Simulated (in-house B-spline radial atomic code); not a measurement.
Configurations of the manganese ion Mn⁸⁺, with energies counted from [Ne] 3s2 3p5. Computed with an all-electron radial atomic-structure program (B-spline basis): non-relativistic Hartree-Fock with fractional occupations, spin-polarised, spherical fractional occupations, point nucleus. Shells without spins written out take the highest spin.

Caution: exact exchange at fractional occupations of open shells leaves self-interaction of up to several eV.

Occupations are held fixed; configurations that lie above the ionisation limit could autoionise.

```csv
configuration,E - E(ref) (eV),highest orbital,its <r> (bohr)
[Ne] 3s1 3p6,30.124,3p down,0.8032
"[Ne] 3s2 3p(1 up, 3 down) 4d(1 up, 0 down)",141.88,4d up,1.958
[Ne] 3s1 3p5 4p1,159.23,4p up,1.796
[He] 2s2 2p5 3s2 3p5 4s1,766.47,4s up,1.66
[He] 2s2 2p5 3s2 3p5 4p1,781.6,4p up,1.765
"[He] 2s2 2p(3 up, 2 down) 3s2 3p(3 up, 2 down) 4d(0 up, 1 down)",800.08,4d down,1.919
"[He] 2s2 2p(3 up, 2 down) 3s2 3p(3 up, 2 down) 4f(0 up, 1 down)",813.72,4f down,1.959
```

(1) Order these further configurations by energy, lowest first.
A. [Ne] 3s2 3p(1 up, 3 down) 3d(1 up, 0 down)
B. [Ne] 3s1 3p5 3d1
C. [He] 2s2 2p5 3s2 3p5 3d1
D. [Ne] 3s2 3p4 4p1
E. [He] 2s2 2p5 3s2 3p5 4d1

(2) How far above the reference does [Ne] 3s1 3p5 4d1 lie?

(3) How far above the reference does [Ne] 3s1 3p5 4f1 lie?

## Answers

(1) A (63.669 eV), B (92.362 eV), D (123.52 eV), C (709.73 eV), E (799.48 eV).

(2) 177.08 eV; its least bound orbital is 4d up with <r> = 1.948 bohr.

(3) 189.43 eV; its least bound orbital is 4f up with <r> = 1.946 bohr.
